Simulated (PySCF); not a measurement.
Stretching Be2

Set-up: Be def2-SVP; no relativity (PySCF 2.14). Energies in eV from Be + Be in their ground configurations at the same level. State: ¹Σg⁺ (singlet), closed shell.

All columns are PBE0.

```tsv
R (Å)	E (eV)	HOMO (eV)	LUMO (eV)	Mayer bond order	⟨S²⟩
2.172	-0.137	-4.92	-2.41	0.90	0.00
2.273	-0.229	-5.00	-2.31	0.83	0.00
2.374	-0.279	-5.09	-2.23	0.76	0.00
2.450	-0.295	-5.16	-2.22	0.71	0.00
2.526	-0.299	-5.22	-2.20	0.66	0.00
2.602	-0.294	-5.29	-2.19	0.61	0.00
2.703	-0.279	-5.37	-2.17	0.54	0.00
2.829	-0.251	-5.47	-2.14	0.47	0.00
2.981	-0.213	-5.59	-2.10	0.38	0.00
3.183	-0.165	-5.73	-2.05	0.29	0.00
```

Closed-shell solutions of metal pairs were not tested for spin polarisation, which can lower them a little. The bond is weak. Basis-set superposition, not corrected here, can be much of De in a small basis, most of all at correlated wavefunction levels. Functionals without a dispersion term scatter widely for such bonds, and LDA overbinds them.
